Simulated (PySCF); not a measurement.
## Core-level binding energies of `N[SiH2]C(F)F`

Compound: CH5F2NSi.
SMILES with atom numbers: `[NH2:1][SiH2:2][CH:3]([F:4])[F:5]`

Theory: delta-SCF UKS SCAN, pcX-2 on the ionised atom, pcseg-1 elsewhere, spin-free X2C in PySCF 2.14.0. Each binding energy is the total energy of the core-ionised species, with the hole localised on one atom, minus that of the ground state; both are solved self-consistently, so orbital relaxation is included.

Q: Give the core binding energies atom by atom.

A: 
```csv
atom(s),bonded to,level,binding energy (eV),2p1/2 (eV),count
Si2,"N, C and 2 H",Si 1s,1847.13,–,1
F4/F5,C,F 1s,692.97,–,2
N1,2 H and Si,N 1s,405.12,–,1
C3,"2 F, H and Si",C 1s,294.82,–,1
Si2,"N, C and 2 H",Si 2p3/2,107.30,107.92,1
```

Q: Which photon energy gives electrons from N 1s of N1 a kinetic energy of 50 eV, and what is their de Broglie wavelength?

A: hν = 405.12 + 50 = 455.12 eV, recoil neglected; λ = 12.264 Å/√(E/eV) = 1.73 Å.

One atom of each set of topologically equivalent atoms was ionised and stands for the set; in this conformer not all members are related by symmetry, and their own values weren't computed. Spin–orbit coupling isn't in the SCF: each 2p doublet comes from a relaxed spin-free hole plus a matrix of the shell (mean-field spin–orbit coupling and the ground-state 2p splitting), with 2p3/2 averaged over its two sublevels. 2p1/2 minus 2p3/2 (ligand field included): Si 0.62 eV. The structure is a single PBE0-D3(BJ)/def2-SVP conformer in the gas phase; no vibrational or solvent corrections.

On an x86-64 server with one thread, shared host, this took 22 s wall.

The values belong to the conformer `[NH2:1][SiH2:2][CH:3]([F:4])[F:5]`: N1–Si2–C3–F4 57°, H–N1–Si2–C3 158°, H–N1–Si2–C3 -59°.
